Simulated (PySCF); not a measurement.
SMILES [c]1ccccc1OC, doublet (GFN2-xTB optimised geometry):

```
15

C     -1.264     2.505     0.003
O     -1.885     1.245     0.000
C     -1.104     0.133     0.000
C     -1.706    -1.106     0.000
C     -1.055    -2.295     0.000
C      0.343    -2.279     0.000
C      0.995    -1.063     0.000
C      0.295     0.133     0.000
H     -2.075     3.232     0.003
H     -0.647     2.654    -0.890
H     -0.650     2.651     0.898
H     -1.590    -3.232     0.000
H      0.893    -3.207     0.000
H      2.075    -1.034     0.000
H      0.838     1.067     0.000
```

Level of theory: PySCF 2.14.0 with unrestricted B3LYP/def2-TZVP.

**Question.** What are the frontier orbital energies (α orbitals alone; a β orbital can be the lowest empty one) and the dipole moment?

**Answer.** HOMO-2 -7.28 eV, HOMO-1 -6.90 eV, HOMO -6.41 eV, LUMO -0.40 eV, LUMO+1 -0.12 eV; dipole moment 1.84 D.

On the same geometry unrestricted PBE/def2-TZVP (PySCF) gives HOMO-2 -6.47 eV, HOMO-1 -5.68 eV, HOMO -5.56 eV, LUMO -1.11 eV, LUMO+1 -0.84 eV; dipole moment 1.82 D.

Meta-Löwdin charges at B3LYP/def2-TZVP: C1 -0.11, O2 -0.33, C3 0.20, C4 -0.04, C5 -0.13, C6 -0.13, C7 -0.11, C8 -0.18, H9 0.13, H10 0.10, H11 0.10, H12 0.13, H13 0.12, H14 0.12, H15 0.12.
